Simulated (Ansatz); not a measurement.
Consider the atomization: `C[SiH2]C1=C[SiH2]1` → 3 C• + 8 H• + 2 Si•.

Isolated molecules relaxed with PBE0-D4/def2-TZVP in Ansatz; ΔE leaves out vibrations. CCSD(T)/CBS adds triple-zeta CCSD(T) − MP2 to the extrapolated MP2 energy (def2 sets, frozen cores). This one scheme is used for every species, atoms too. DFT in def2-TZVPP. No spin–orbit coupling; open shells (•) take unrestricted orbitals. Spin–orbit coupling would lower the free atoms: a little for C, Si. One conformer a species, not always the lowest.

`C[SiH2]C1=C[SiH2]1`:

```xyz
13

C     0.085    0.913    2.070
Si   -0.907   -0.084    0.838
C     0.002   -0.316   -0.755
C     1.175    0.016   -1.305
Si    0.188   -0.946   -2.461
H     0.312    1.905    1.672
H     1.028    0.414    2.302
H    -0.470    1.041    3.002
H    -2.197    0.594    0.533
H    -1.220   -1.432    1.386
H     2.042    0.573   -0.969
H     0.478   -2.375   -2.721
H    -0.518   -0.304   -3.594
```

```
             level  ΔE (eV)
         r2SCAN-D4    49.41
           ωB97X-V    49.46
           ωB97M-V    49.39
            B2PLYP    48.68
            r2SCAN    49.33
              PBE0    49.07
SCS-MP2/def2-TZVPP    48.45
    CCSD/CBS(def2)    48.55
```

(1) What does CCSD(T)/CBS give? (Best estimate.)

Largest T1 diagnostic among the species: 0.012.

Answers

(1) The calculation gave: +49.22 eV. The listed levels differ from it by 0.19, 0.24, 0.17, -0.54, 0.11, -0.15, -0.77, -0.67 eV.

The D4 term adds +0.49 eV with B3LYP and +0.26 eV with PBE0; it sums over pairs of atoms, weighted by their polarisabilities, and B3LYP, whose exchange is more repulsive, gets the larger term. In def2-TZVPP, CCSD(T) changes the Hartree–Fock value by +11.05 eV (the triples alone add +0.67 eV) and MP2 by +11.52 eV; breaking electron pairs costs correlation energy, which Hartree–Fock lacks. From PBE to PBE0 (25 % exact exchange), in def2-TZVPP and without D4, ΔE moves by −0.43 eV: exact exchange takes away binding that semilocal exchange gives to molecules.

B3LYP here is the variant with VWN-RPA as its local correlation; programs differ in this.

For atomizations the MP2-based limit and the directly extrapolated one differ by several kJ/mol either way, and by 10 to 25 for some Ge, Se and Sn compounds, so smaller differences from it don't rank the levels.
